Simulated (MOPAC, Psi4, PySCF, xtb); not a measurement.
Intermolecular potential of C3H10Si ··· H2S (SMILES C[SiH](C)C and S), singlet. Monomers: optimised at B3LYP-D3(BJ) (def2-SVP and def2-TZVP), held rigid. Orientation: lowest of the rigid-body minima from ten starts at GFN2-xTB. R is the distance of the centres of mass, along which the second monomer moves.

Levels of theory: AM1, restricted, heats of formation (MOPAC); RKS-B3LYP/6-31G* = restricted B3LYP/6-31G*, spherical d, no counterpoise correction in PySCF 2.14.0; GFN1-xTB (xtb); wB97X-D/def2-TZVP, counterpoise-corrected (Psi4).

Interaction energies in kJ/mol; the last columns give the difference from wB97X-D:

| R / Å | AM1 | RKS-B3LYP/6-31G* | GFN1-xTB | wB97X-D/def2-TZVP | AM1 − wB97X-D/def2-TZVP | RKS-B3LYP/6-31G* − wB97X-D/def2-TZVP | GFN1-xTB − wB97X-D/def2-TZVP |
|---|---|---|---|---|---|---|---|
| 3.84 | 5.90 | 11.01 | -9.53 | -0.88 | 6.79 | 11.89 | -8.64 |
| 4.08 | 1.48 | 2.78 | -10.92 | -6.68 | 8.16 | 9.47 | -4.23 |
| 4.25 | 0.09 | 0.04 | -10.21 | -7.81 | 7.90 | 7.85 | -2.40 |
| 4.45 | -0.51 | -1.46 | -8.75 | -7.62 | 7.12 | 6.17 | -1.12 |
| 4.63 | -0.62 | -1.94 | -7.34 | -6.85 | 6.23 | 4.91 | -0.49 |
| 4.98 | -0.60 | -1.90 | -5.04 | -5.13 | 4.53 | 3.24 | 0.10 |
| 5.26 | -0.59 | -1.59 | -3.73 | -3.97 | 3.38 | 2.38 | 0.24 |
| 5.78 | -0.52 | -1.03 | -2.20 | -2.42 | 1.90 | 1.39 | 0.22 |
| 6.47 | -0.38 | -0.59 | -1.17 | -1.23 | 0.85 | 0.64 | 0.06 |
| 7.48 | -0.22 | -0.32 | -0.51 | -0.53 | 0.31 | 0.21 | 0.01 |
| 8.75 | -0.12 | -0.17 | -0.22 | -0.24 | 0.12 | 0.06 | 0.02 |

AM1 is furthest from wB97X-D/def2-TZVP at 4.08 (8.16 kJ/mol, above); its mean absolute difference over the points is 4.30 kJ/mol.

RKS-B3LYP/6-31G* is furthest from wB97X-D/def2-TZVP at 3.84 (11.89 kJ/mol, above); its mean absolute difference over the points is 4.38 kJ/mol.

GFN1-xTB is furthest from wB97X-D/def2-TZVP at 3.84 (-8.64 kJ/mol, below); its mean absolute difference over the points is 1.60 kJ/mol.
